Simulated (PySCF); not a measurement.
Computed IR spectrum (relative IR intensity) of a molecule C5H7F. Geometry optimised at TPSSh-D3(BJ)/def2-SVP. One conformer was computed; it need not be the lowest. Level of theory: TPSSh-D3(BJ)/def2-SVP run with PySCF 2.14.0. No scaling factor is applied to the harmonic values.

Lines under 2 % of the strongest are left out, and lines within 2 cm⁻¹ are merged.

ν (cm⁻¹): 177 (vw), 338 (w), 401 (vw), 554 (w), 557 (m), 678 (s), 716 (m), 718 (w), 897 (s), 971 (m), 1185 (vs), 1217 (m), 1260 (vs), 1388 (m), 1405 (w), 1465 (vw), 1495 (w), 2213 (vw), 3046 (w), 3050 (m), 3146 (m), 3152 (m), 3471 (vs) (against the strongest line: vs over 80 %, s over 45 %, m over 15 %, w over 4 %, vw less)

Question: Pick the molecule that these values belong to.
A) C#C[C@H](F)CC
B) C#CC(C)(C)F
C) C=CC/C=C\F
D) CC(C)=C=CF

Answer: B, C#CC(C)(C)F
